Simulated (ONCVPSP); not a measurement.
# Ranking ONCV potentials for N

All share these settings but for the change named:

```
Element                 : N (Z = 7)
Generator               : ONCVPSP 4.0.1
Type                    : optimised norm-conserving Vanderbilt (ONCV)
Functional              : PBE
Relativity              : scalar-relativistic
Frozen core             : [He]
Valence charge          : 5
Reference configuration : 2s1.5 2p3.5
Partial waves           : 2s: rc 1.15 bohr, ncon 4, nbas 7, qcut 6.1 1/bohr, local; 2p: rc 1.90 bohr, ncon 4, nbas 9, qcut 8.3 1/bohr, 2 projectors, debl 0.8 Ha
Local potential         : the s channel
Core correction         : Teter function fitted to the true core (icmod 2), fcfact 0.7
```

Cutoff: the first of the cutoffs (Ha) at which the residual kinetic energy of the hardest occupied pseudo-wave falls to 1 and 0.1 mHa per electron; the density cutoff is not measured.

The base gives 34 Ha.

Of 6 variants that were run, those that failed, showed a ghost or another fault, or gave nearly equal values are left out.

A variant can come out equal or close to the base.

(1) Rank these variants from softest to hardest (loose cutoff).
A. all radii but the core radius scaled by about 1.16 (s 1.34, p 2.20 bohr)
B. s: qcut 7; p: qcut 9.5
C. s: rc 1.14

## Answers

(1) A (18 Ha), B (23 Ha), C (35 Ha).
